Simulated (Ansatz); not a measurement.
The cluster YCu4⁺. Total charge 1; singlet. Geometry r2SCAN-D4/def2-SVP, basis def2-TZVP, Ansatz.

```xyz
5

Y     0.9284   -0.5452   -0.5190
Cu    1.0630   -1.4353    2.0060
Cu   -0.1099    0.8879   -2.5325
Cu   -0.6839    0.0375    1.5166
Cu   -1.1976    1.0551   -0.4712
```

| run | HOMO (eV) | LUMO (eV) |
| --- | --- | --- |
| A | -8.92 | -7.59 |
| B | -8.64 | -7.29 |
| C | -8.59 | -7.05 |
| D | -8.80 | -6.74 |
| E | -9.09 | -6.40 |

In the def2 sets Y takes a core potential; there is no spin–orbit coupling. No other spin state of charge 1 was run. Another isomer (singlet) lies 0.07 eV lower at LDA (SPW92)/def2-TZVP; other spin states weren't run for this one.

Question: The runs used LDA (SPW92), PBE, PBE0, r2SCAN, r2SCANh. Estimate which is which.

Answer: A LDA (SPW92) (0 % exact exchange); B PBE (0 % exact exchange); C r2SCAN (0 % exact exchange); D r2SCANh (10 % exact exchange); E PBE0 (25 % exact exchange). Exact exchange lowers occupied and raises empty levels; among semilocal functionals meta-GGAs tend to open the gap a little, and such runs are hard to tell apart. The gap grows from 1.34 eV (LDA (SPW92)) to 2.69 eV (PBE0). The restricted singlet is unstable towards broken spin symmetry in Hartree–Fock (as tested in another run); at LDA (SPW92)/def2-TZVP, PBE-D4/def2-TZVP, r2SCAN-D4/def2-TZVP, r2SCANh-D4/def2-TZVP and others this wasn't settled.
